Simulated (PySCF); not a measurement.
Si(Cl)(SH) (ClHSSi), SMILES S[Si]Cl (connectivity only; charge and spin as stated), neutral, multiplicity 1. Heavy atoms are numbered as in [Si:1]([Cl:2])[SH:3]. Hydrogens are named by the atom that carries them.

Coordinates come from a PBE0-D3(BJ)/def2-TZVP optimisation. One conformer was computed; it need not be the lowest.

All values below come from PBE0/pcSseg-2 in PySCF.

GIAO shieldings, no solvent; atoms alike by connectivity are averaged. δ = σ(ref) − σ: ²⁹Si against TMS (σ = 341.9 ppm); ³⁵Cl against HCl (σ = 943.3 ppm); ³³S against H2S (σ = 711.3 ppm); ¹H against TMS (σ = 31.54 ppm), references at their B3LYP-D3(BJ)/def2-TZVP geometries, non-relativistic (without spin–orbit terms, shifts of atoms bonded to Cl or Br come out too high).

```json
[
 {"nucleus": "²⁹Si", "atoms": "Si1", "count": "1", "δ (ppm)": "357.5"},
 {"nucleus": "³⁵Cl", "atoms": "Cl2", "count": "1", "δ (ppm)": "399.6"},
 {"nucleus": "³³S", "atoms": "S3 (SH)", "count": "1", "δ (ppm)": "461.4"},
 {"nucleus": "¹H", "atoms": "H on S3", "count": "1", "δ (ppm)": "5.01"}
]
```
